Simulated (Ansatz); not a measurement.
Single points on the cluster V₃O₂⁺.

```yaml
crystal:
  periodic: [false, false, false]
  atoms:
    - {symbol: V, position_ang: [1.416197, -0.059217, 0.649295]}
    - {symbol: V, position_ang: [-0.253626, 0.576135, -0.389453]}
    - {symbol: V, position_ang: [-0.817952, -1.299595, 0.269405]}
    - {symbol: O, position_ang: [-1.980417, -0.096591, 0.191017]}
    - {symbol: O, position_ang: [1.635798, 0.879268, -0.720274]}
basis:
  gaussian: {orbitals: def2-TZVP, initial_orbitals: start.molden}
total_charge: 1
hamiltonian: {xc: pbe}
correlation: {method: rpa}
scf: {omitted_lower_state_checks: [starts]}
```

The file start.molden holds the orbitals of an earlier run on this structure, at another level or in another basis.

```sh
$ ansatz run in.yaml --threads 4 --pin off --events-out ev --progress --plain --max-ram 4787MiB
```

Output, abridged:

```
Functional definition: PBE
1599 factors; integrals over basis functions are off by at most 6.3e-4 eV
mean field evaluation 1: about -81131.6694 eV, gradient 1.4e1 eV
mean field evaluation 2: about -81132.1576 eV, gradient 8.2e-1 eV
mean field evaluation 4: about -81132.1726 eV, gradient 9.1e-2 eV
mean field evaluation 8: about -81132.1727 eV, gradient 2.0e-6 eV
mean field -81132.17265536 eV, -2981.5523517228 hartree, gradient 2.0e-6 eV, S^2 0.000000; 0 other end points of the search recorded, 0 dependent functions left out
17 core orbitals not correlated: weight in the atoms' cores, before any rotation towards them, 1.000 or more for the frozen orbitals, at most 0.000 for the correlated occupied ones
reference -81022.35567701 eV, -2977.5166522051 hartree; 25, 25 occupied and 155, 155 virtual orbitals, 1599 factors
Total energy: -81102.71076190 eV, -2980.4696471081 hartree
Checks for a lower state left out: starts
```

Hardware: 4 threads of Arm Neoverse V2 on a shared host. Wall time 7 s, peak host memory 0.56 GiB.

The first input with `hamiltonian: {xc: r2scan, dispersion: d4}`, `output: {orbitals: {seedname: orbitals}}` and without the key `correlation` (abridged; 6.5 s):

```
Functional definition: r2SCAN
mean field -81148.67784121 eV, -2982.1589061151 hartree, gradient 2.1e-5 eV, S^2 0.000000
Total energy: -81148.70772921 eV, -2982.1600044787 hartree
Checks for a lower state left out: starts
```

The first input with `gaussian: {orbitals: def2-SVP, initial_orbitals: start.molden}`, `hamiltonian: {xc: pbe, dispersion: d4}`, `output: {orbitals: {seedname: orbitals}}` and without the key `correlation` (abridged; 1.8 s):

```
Functional definition: PBE
mean field -81117.01659334 eV, -2980.9953767164 hartree, gradient 1.8e-5 eV, S^2 0.000000
Total energy: -81117.16988568 eV, -2981.0010101063 hartree
Checks for a lower state left out: starts
```

As the first input, with `hamiltonian: {xc: {name: PBE-QIDH}}` and without the key `correlation` (abridged; 13 s):

```
Functional definition: PBE-QIDH
mean field -81094.87635529 eV, -2980.1817379754 hartree, gradient 2.7e-6 eV, S^2 0.000000; unrestricted orbitals would lower it
17 core orbitals not correlated: weight in the atoms' cores, before any rotation towards them, 1.000 or more for the frozen orbitals, at most 0.000 for the correlated occupied ones
second order -64.21665584 eV of doubles, -0.00000000 eV of singles
Total energy: -81116.28192366 eV, -2980.9683781037 hartree
Checks for a lower state left out: starts
```

Geometry: PBE-D4/def2-SVP.

Correlated methods freeze 17 core orbitals; core or outer-core shells of V are correlated, in sets that lack core-valence functions. The restricted singlet is unstable towards broken spin symmetry at other levels; at RPA@PBE/def2-TZVP, r2SCAN-D4/def2-TZVP, PBE-D4/def2-SVP this wasn't settled. At PBE-QIDH/def2-TZVP the restricted singlet (for correlated methods, its reference) is unstable: a solution with broken spin symmetry lies lower. No other spin state of charge 1 was run. The geometry of the singlet was relaxed on an unsound state (restricted singlet, unstable towards broken spin symmetry at other levels and untested here). Another isomer (singlet) lies 0.11 eV lower at PBE0-D4/def2-TZVP; other spin states weren't run for this one.
